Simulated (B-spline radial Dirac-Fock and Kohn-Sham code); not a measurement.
## Dipole and non-dipole photoemission parameters of Nb²⁺ 2s

System: Nb²⁺ in the configuration [Kr] 4d3; threshold 2695.5 eV (orbital energy of the model). Level of theory: Dirac-Hartree-Slater photoionisation with a Latter tail; cross sections with all multipoles, angular parameters from the dipole term and its interference with E2; an atomic code on a B-spline grid.

```csv
hν (eV),σ (kb),β,γ
2984.4,41.4,1.996,0.562
3210,36.8,1.996,0.304
3660,29.4,1.996,0.047
4000,25.2,1.996,-0.038
5414.7,14.4,1.997,-0.038
7590,7.28,1.997,0.257
8550,?,?,?
9251.7,4.79,1.997,0.510
15000,1.61,1.996,1.315
```

Q: Give the values at 8550 eV.

A: σ = 5.67 kb, β = 1.997, γ = 0.403. For an s subshell δ is negligible.

Values without a named source are computed, but for edge energies of neutral atoms, which are taken from tables.
